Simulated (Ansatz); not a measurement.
CH4ClFGeSi (`F[C@H]1[SiH2][Ge@@H]1[Cl]`). Total charge 0; spin multiplicity 1. Geometry: relaxed with PBE0-D4/def2-TZVP.

```xyz
9

F    -0.715   -0.533    2.039
C    -0.621    0.032    0.795
Si    0.920    0.946    0.148
Ge   -0.078   -0.879   -0.896
Cl   -1.592   -0.808   -2.422
H    -1.531    0.593    0.555
H     2.183    0.518    0.795
H     0.872    2.400   -0.140
H     0.562   -2.269   -0.873
```

Problem. What is the dipole moment at r2SCAN/def2-TZVPP? (Best estimate.)

Solution. Computed: 1.69 D, with components (1.42, 0.91, 0.13) D in this frame, pointing from negative to positive charge.

Problem. And with PBE, B3LYP, ωB97M-V? (Estimate.)

Solution. Ansatz gave: PBE 1.56 D, B3LYP 1.77 D, ωB97M-V 1.83 D.

Problem. Give the Mulliken charges with r2SCAN, PBE, B3LYP in def2-TZVPP. (Estimate.)

Solution. Computed: 
```
atom  r2SCAN    PBE  B3LYP
  F1   -0.21  -0.18  -0.22
  C2    0.02   0.02   0.01
 Si3    0.20   0.09   0.16
 Ge4    0.27   0.27   0.28
 Cl5   -0.30  -0.27  -0.29
  H6    0.09   0.10   0.10
  H7   -0.04  -0.03  -0.03
  H8   -0.06  -0.04  -0.04
  H9    0.02   0.02   0.03
```

B3LYP here is the variant with VWN-RPA as its local correlation; programs differ in this.
